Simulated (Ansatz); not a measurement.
CH$_{5}$ClMoN$_{2}$O (`C[O][Mo](=[NH])(=[NH])[Cl]`) at its PBE0-D4/def2-TZVP geometry, where that method's forces vanish. The species carries charge 0 and has multiplicity 1. Mo takes the def2 core potential.

```json
{"atom": "C1", "x (Å)": "-1.858", "y (Å)": "-0.759", "z (Å)": "-0.114"}
{"atom": "O2", "x (Å)": "-0.601", "y (Å)": "-0.606", "z (Å)": "-0.722"}
{"atom": "Mo3", "x (Å)": "1.053", "y (Å)": "0.000", "z (Å)": "-0.127"}
{"atom": "N4", "x (Å)": "1.615", "y (Å)": "1.215", "z (Å)": "-1.205"}
{"atom": "N5", "x (Å)": "0.851", "y (Å)": "0.666", "z (Å)": "1.450"}
{"atom": "Cl6", "x (Å)": "2.625", "y (Å)": "-1.656", "z (Å)": "-0.008"}
{"atom": "H7", "x (Å)": "-2.557", "y (Å)": "-0.029", "z (Å)": "-0.532"}
{"atom": "H8", "x (Å)": "-1.799", "y (Å)": "-0.623", "z (Å)": "0.970"}
{"atom": "H9", "x (Å)": "-2.230", "y (Å)": "-1.764", "z (Å)": "-0.328"}
{"atom": "H10", "x (Å)": "1.958", "y (Å)": "2.122", "z (Å)": "-1.487"}
{"atom": "H11", "x (Å)": "0.944", "y (Å)": "1.433", "z (Å)": "2.103"}
```

(1) For each bond, give half the difference of the two atoms' forces along it (eV/Å; positive pushes the atoms apart) under PBE-D4, r2SCAN-D4, B3LYP-D4, ωB97M-V in def2-TZVPP. (Best estimate.)

Answers

(1) Ansatz gave: 
| bond | length (Å) | PBE-D4 | r2SCAN-D4 | B3LYP-D4 | ωB97M-V |
| --- | --- | --- | --- | --- | --- |
| C1–O2 | 1.404 | 0.13 | 0.21 | 0.21 | 0.36 |
| C1–H7 | 1.094 | 0.09 | -0.06 | -0.10 | -0.13 |
| C1–H8 | 1.094 | 0.08 | -0.06 | -0.08 | -0.10 |
| C1–H9 | 1.093 | 0.09 | -0.06 | -0.11 | -0.14 |
| O2–Mo3 | 1.860 | 0.05 | 0.00 | 0.05 | -0.02 |
| Mo3–N4 | 1.719 | 0.62 | 0.42 | 0.35 | -0.26 |
| Mo3–N5 | 1.723 | 0.58 | 0.38 | 0.36 | -0.23 |
| Mo3–Cl6 | 2.286 | -0.24 | -0.14 | 0.08 | 0.26 |
| N4–H10 | 1.010 | -0.15 | -0.23 | -0.28 | 0.09 |
| N5–H11 | 1.012 | -0.10 | -0.19 | -0.26 | 0.07 |

B3LYP here is the variant with VWN-RPA as its local correlation; programs differ in this.
